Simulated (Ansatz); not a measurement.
Basis sets compared for Al2SiO5. The state is a singlet with charge 0. Geometry PBE-D4/def2-SVP. Ansatz on 4 threads of Arm Neoverse V1 on a shared host; times are rough, and most runs start from earlier orbitals.

```xyz
8

Al    0.055   -0.080   -0.114
Al   -1.196    1.701    2.475
Si    0.947   -1.347   -1.960
O    -0.498   -1.454   -1.078
O     1.538   -0.025   -1.074
O     1.517   -2.155   -3.138
O    -1.794    2.556    3.714
O    -0.569    0.805    1.176
```

The structure comes from a short search, and lower isomers may exist.

Binding counts from free atoms (Al doublet, Si triplet, O triplet) in the same basis, without a counterpoise term.

```
             level  functions  energy (Eh)  HOMO (eV)  LUMO (eV)  binding per atom (eV)  wall time
   PBE-D4/def2-SVP        124   -1149.4046      -6.55      -4.00                   4.84      1.4 s
  PBE-D4/def2-TZVP        266   -1150.1725      -6.73      -4.25                   4.92      3.1 s
  PBE0-D4/def2-SVP        124   -1149.4419      -7.90      -3.23                   4.55      1.9 s
 PBE0-D4/def2-TZVP        266   -1150.2073      -8.08      -3.45                   4.65        8 s
BHLYP-D4/def2-TZVP        266   -1150.7834      -9.37      -2.73                   4.36      7.5 s
```

Q: Estimate the rows for PBE-D4/def2-TZVPD, PBE0-D4/def2-TZVPD, BHLYP-D4/def2-TZVPD.

A: 
| level | functions | energy (Eh) | HOMO (eV) | LUMO (eV) | binding per atom (eV) | wall time |
| --- | --- | --- | --- | --- | --- | --- |
| PBE-D4/def2-TZVPD | 329 | -1150.1764 | -6.79 | -4.32 | 4.91 | 7.6 s |
| PBE0-D4/def2-TZVPD | 329 | -1150.2106 | -8.12 | -3.53 | 4.65 | 13 s |
| BHLYP-D4/def2-TZVPD | 329 | -1150.7866 | -9.42 | -2.84 | 4.37 | 15 s |
